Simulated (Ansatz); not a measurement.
Stepwise reaction of `[CH3][AlH2]` with hydrogen chloride, as a gas-phase model of exchange steps in deposition or etching. ΔE in kJ/mol.

Calculated with Ansatz (gas phase, PBE0-D4/def2-TZVP geometries, no zero-point term in ΔE). CBS: MP2 limit from def2 TZ/QZ plus the TZ coupled-cluster correction, frozen cores. This one scheme is used for every species. Functionals use def2-TZVPP. B3LYP here is the variant with VWN-RPA as its local correlation; programs differ in this.

| step | reaction | PBE-D4 | B3LYP-D4 | ωB97M-V | CCSD(T)/CBS |
| --- | --- | --- | --- | --- | --- |
| 1 | `[CH3][AlH2]` + HCl → `[CH3][AlH][Cl]` + H₂ | -154.4 | -155.7 | -156.6 | -158.1 |
| 2 | `[CH3][AlH][Cl]` + HCl → `[CH3][Al]([Cl])[Cl]` + H₂ | -145.6 | -147.4 | -147.6 | -149.6 |

(1) By hand: ΔE of the 2 steps together at CCSD(T)/CBS.

Results:

(1) (-158.1) + (-149.6) = -307.7 kJ/mol, or -153.8 kJ/mol a step.

In ΔE each step is higher than the one before. All are downhill at CCSD(T)/CBS. PBE-D4 differs from CCSD(T)/CBS by 3.7 to 4.0 kJ/mol a step. Isolated molecules leave out the surface, adducts and barriers. Largest T1 diagnostic: 0.009.
